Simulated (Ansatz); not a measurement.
Compare A (`C[O][InH][CH3]`) with its isomer B (`[CH3][InH][CH2]O`).

Calculated with Ansatz (gas phase, PBE0-D4/def2-TZVP geometries, no zero-point term in ΔE). CCSD(T)/CBS is the MP2 limit (def2-TZVPP, def2-QZVPP) plus CCSD(T) − MP2 in def2-TZVPP, frozen cores. DFT in def2-TZVPP. B3LYP here is the variant with VWN-RPA as its local correlation; programs differ in this. def2 core potentials past Kr. For In outer-core shells are correlated without core-valence functions, which leaves a few kJ/mol of doubt a bond. One conformer a species, not always the lowest.

Question: Which is lower in electronic energy at CCSD(T)/CBS, and by how much? (Estimate.)

Answer: Ansatz gave: A, by 83.4 kJ/mol.

Question: Give E(B) − E(A) in kJ/mol with HF/def2-TZVPP, ωB97M-V, CCSD(T)/def2-TZVPP, B3LYP-D4, CCSD/def2-TZVPP, PBE-D4, PBE0-D4. (An estimate is asked.)

Answer: The calculation gave: HF/def2-TZVPP 88.4, ωB97M-V 77.5, CCSD(T)/def2-TZVPP 80.1, B3LYP-D4 82.7, CCSD/def2-TZVPP 79.7, PBE-D4 76.4, PBE0-D4 74.7. None reverses the order clearly.

Largest T1 diagnostic: 0.015.

In def2-TZVPP, CCSD(T) changes the Hartree–Fock value by −8.3 kJ/mol (the triples alone add +0.4 kJ/mol) and MP2 by −7.0 kJ/mol.
